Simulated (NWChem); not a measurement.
System meant: C$_{2}$H$_{6}$SZr; SMILES [CH3][Zr]([CH3])=[S]

The following NWChem deck was run.

```
start job
memory heap 200 mb stack 900 mb global 1100 mb
geometry units angstroms noautoz
  Zr    -0.362897    -0.217913     0.000000
  S     -0.057278     1.964810     0.000000
  C      0.755852    -0.976253     1.750152
  H      0.441860    -0.520756     2.705407
  H      0.662341    -2.077161     1.834030
  H      1.828193    -0.742168     1.624392
  C      0.755852    -0.976253    -1.750152
  H      0.662341    -2.077161    -1.834030
  H      0.441860    -0.520756    -2.705407
  H      1.828193    -0.742168    -1.624392
end
basis spherical
  * library def2-svp
end
ecp
  Zr library def2-ecp
end
dft
  odft
  mult 2
  xc xpbe96 cpbe96
  iterations 150
  mulliken
end
task dft energy
```

End of the output:

```
 Summary of "ao basis" -> "" (spherical)
 ------------------------------------------------------------------------------
       Tag                 Description            Shells   Functions and Types
 ---------------- ------------------------------  ------  ---------------------
 *                          def2-svp                  on all atoms

 Summary of "ao basis" -> "ao basis" (spherical)
 ------------------------------------------------------------------------------
       Tag                 Description            Shells   Functions and Types
 ---------------- ------------------------------  ------  ---------------------
 Zr                         def2-svp                11       31   5s3p2d1f
 S                          def2-svp                 8       18   4s3p1d
 C                          def2-svp                 6       14   3s2p1d
 H                          def2-svp                 3        5   2s1p

 Summary of "ao basis" -> "ao basis" (spherical)
 ------------------------------------------------------------------------------
       Tag                 Description            Shells   Functions and Types
 ---------------- ------------------------------  ------  ---------------------
 Zr                         def2-svp                11       31   5s3p2d1f
 S                          def2-svp                 8       18   4s3p1d
 C                          def2-svp                 6       14   3s2p1d
 H                          def2-svp                 3        5   2s1p

      Symmetry analysis of basis
      --------------------------

        a'         63
        a"         44

  number of electrons :                   46
  multiplicity        :                    2
 ------------------------------------------------------------------------
  no. of electrons and multiplicity not compatible                  46
 ------------------------------------------------------------------------
 ------------------------------------------------------------------------
  current input line :
    28: task dft energy
 ------------------------------------------------------------------------
 ------------------------------------------------------------------------
 There is an error in the input file
 ------------------------------------------------------------------------
 For more information see the NWChem manual at https://nwchemgit.github.io

0: no. of electrons and multiplicity not compatible:Received an Error in Communication
```

**Question.** Find the fault in this run and fix the input.

**Answer.** The input was rejected before any calculation. Cause: the multiplicity doesn't fit the number of electrons (an even count wants an odd multiplicity, and the reverse). This input runs:
```
start job
memory heap 200 mb stack 900 mb global 1100 mb
geometry units angstroms noautoz
  Zr    -0.362897    -0.217913     0.000000
  S     -0.057278     1.964810     0.000000
  C      0.755852    -0.976253     1.750152
  H      0.441860    -0.520756     2.705407
  H      0.662341    -2.077161     1.834030
  H      1.828193    -0.742168     1.624392
  C      0.755852    -0.976253    -1.750152
  H      0.662341    -2.077161    -1.834030
  H      0.441860    -0.520756    -2.705407
  H      1.828193    -0.742168    -1.624392
end
basis spherical
  Zr library def2-svp
  S library def2-svp
  C library def2-svp
  H library def2-svp
end
ecp
  Zr library def2-ecp
end
dft
  xc xpbe96 cpbe96
  iterations 150
  mulliken
end
task dft energy
```
It converges to -524.62537 Ha (PBE/def2-SVP with def2 effective core potentials on Zr).
